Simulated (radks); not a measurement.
The numbers below are computed, except where a source is named.
Effect of the nuclear size on the neodymium ion Nd2+, [Xe] 4f4. Code: a radial shooting solver on a logarithmic mesh with Libxc functionals. Model: Dirac Kohn-Sham, BLYP, spin-unpolarised, spherical densities, finite nucleus; open shells are shared between the two j in proportion to 2j + 1; Fermi nuclear charge, rms radius 4.9123 fm. The rms radius is varied about that value; shifts are against it.

rms radius (fm),total energy shift (eV),density at nucleus (e/bohr^3),1s1/2 shift (meV),2s1/2 shift (meV),4p1/2 shift (meV),5s1/2 shift (meV),5p1/2 shift (meV),4f7/2 shift (meV),6s1/2 (empty) shift (meV)
4.2639,-3.21,4.683e+05,-1330,-165,0.266,-1.31,0.057,0.161,-0.203
4.6765,-1.21,4.588e+05,-500,-62.3,0.100,-0.492,0.021,0.061,-0.076
4.9123,0,4.538e+05,0.000,0.000,0.000,0.000,0.000,0.000,0.000
5.1579,1.31,4.488e+05,541,67.4,-0.108,0.532,-0.023,-0.066,0.083
5.9046,5.58,4.355e+05,2310,288,-0.462,2.27,-0.099,-0.280,0.353

Slopes of the eigenvalues against <r^2> in GHz/fm^2, as finite differences over the two radii next to the reference (eigenvalue slopes, not the field-shift constants of lines): 1s1/2 53200, 2s1/2 6620, 4p1/2 -10.7, 5s1/2 52.3, 5p1/2 -2.29, 4f7/2 -6.44, 6s1/2 (empty) 8.13.
